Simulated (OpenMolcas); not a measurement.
**Te+: Slater's ratio, worked from levels**

```json
{
 "Program": "OpenMolcas",
 "Basis": "ANO-RCC-VTZP [7s6p4d2f1g]",
 "Scalar Hamiltonian": "DKH2, point nucleus",
 "Active space": "3 electrons in 3 orbitals (5p)",
 "State averaging": "2S+1 = 4 odd, 1 root; 2S+1 = 2 odd, 8 roots",
 "Spin-orbit coupling": "RASSI with atomic mean-field integrals over the reference wave functions, term energies averaged over their components"
}
```

Methods: CASSCF; SS-CASPT2, IPEA 0.25 Eh, imaginary shift 0.1 Eh (closed shells correlated: 4d 5s). Measured levels: NIST Handbook of Basic Atomic Spectroscopic Data.

**Slater's ratio.** With one set of orbitals, p3 has ²D° - ⁴S° = 9 F2 and ²P° - ²D° = 6 F2 (F2 = F²/25), a ratio of 2/3. Term energies are centres of gravity, weighted by 2J + 1.

| Source | ²D° - ⁴S° | ²P° - ⁴S° | F2 from the first | Ratio |
| --- | --- | --- | --- | --- |
| CASSCF | 15493 | 27948 | 1721 | 0.804 |
| SS-CASPT2 | 12408 | 23767 | 1379 | 0.915 |
| measured | 11542 | 22870 | 1282 | 0.981 |

Energies in cm-1. A ratio away from 2/3 shows effects beyond one configuration with one set of orbitals, and in heavier atoms second-order spin-orbit shifts.

CASPT2 breaks the degeneracy within a term, and the mean is taken; among the terms shown or strongly mixed into the levels shown the widest spread is 110 cm-1 (5s² 5p³ ²D°, SS-CASPT2). With the s shell closed, the reference lacks s² → p² mixing. Measured partners are found by configuration, term and J. A level has none where our copy of the source lacks it or the pairing is in doubt (some pairs that miss far off the trend of their configuration count as doubtful), and it then counts in no deviation. Levels of configurations outside the active space are missing.

° marks odd parity.
